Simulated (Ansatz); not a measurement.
Reaction (formal exchange of groups at a Ga–H bond): `[GaH2][Br]` + `CN(C)C=O` → `C[N](C)[GaH][Br]` + `C=O`

Gas-phase electronic energies from Ansatz, PBE0-D4/def2-TZVP geometries. CCSD(T)/CBS is the MP2 limit (def2-TZVPP, def2-QZVPP) plus CCSD(T) − MP2 in def2-TZVPP, frozen cores. This one scheme is used for every species. DFT in def2-TZVPP. For Br, Ga outer-core shells are correlated without core-valence functions, which leaves a few kJ/mol of doubt a bond. Scalar relativity is left out up to krypton. Each species was taken in one conformer, which may not be the lowest.

```csv
level,ΔE (kJ/mol)
B97M-V,37.6
CCSD(T)/def2-SVP,16.7
```

What does CCSD(T)/CBS give? (Estimate.)

The calculation gave: +8.0 kJ/mol. The listed levels differ from it by 29.6, 8.7 kJ/mol.

Largest T1 diagnostic among the species: 0.015.

In def2-TZVPP, CCSD(T) changes the Hartree–Fock value by −19.3 kJ/mol (the triples alone add −0.1 kJ/mol) and MP2 by −19.5 kJ/mol. At CCSD(T), def2-SVP lies +8.7 kJ/mol from the extrapolated value and def2-TZVPP +1.1 kJ/mol.
